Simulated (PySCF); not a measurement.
C2H11NSi2, SMILES [SiH2](N[SiH2]C)C. Atoms are numbered in the order given.

```xyz
16

Si     0.1447     0.5018     1.5745
C     -0.0156    -1.1996     2.3525
N     -0.5947     0.6177     0.0000
Si     0.1447     0.5018    -1.5745
C     -0.0156    -1.1996    -2.3525
H      1.5913     0.8346     1.3992
H     -0.4897     1.5031     2.4912
H      0.4602    -1.2226     3.3461
H     -1.0734    -1.4802     2.4778
H      0.4661    -1.9641     1.7231
H     -1.6101     0.6778     0.0000
H     -0.4897     1.5031    -2.4912
H      1.5913     0.8346    -1.3992
H      0.4602    -1.2226    -3.3461
H      0.4661    -1.9641    -1.7231
H     -1.0734    -1.4802    -2.4778
```

Geometry: PBE0-D3(BJ)/def2-SVP. Other conformers were not sampled.

These are PBE/pcSseg-1 run with PySCF values and carry that method's errors.

GIAO shieldings, no solvent; atoms listed in one row are averaged. δ = σ(ref) − σ: ²⁹Si against TMS (σ = 335.4 ppm); ¹³C against TMS (σ = 182.0 ppm); ¹⁵N against NH3 (σ = 267.0 ppm); ¹H against TMS (σ = 31.49 ppm), references at their B3LYP-D3(BJ)/def2-TZVP geometries, non-relativistic.

Question: Estimate the chemical shifts. (Estimate from the structure and the level; the computed values follow.)

Answer: 
```csv
nucleus,atoms,count,δ (ppm)
²⁹Si,"Si1, Si4",2,-23.7
¹³C,"C2, C5",2,4.7
¹⁵N,N3,1,31.2
¹H,"H7, H12",2,5.33
¹H,"H6, H13",2,5.14
¹H,"H8, H9, H10, H14, H15, H16",6,0.47
¹H,H11,1,-0.01
```
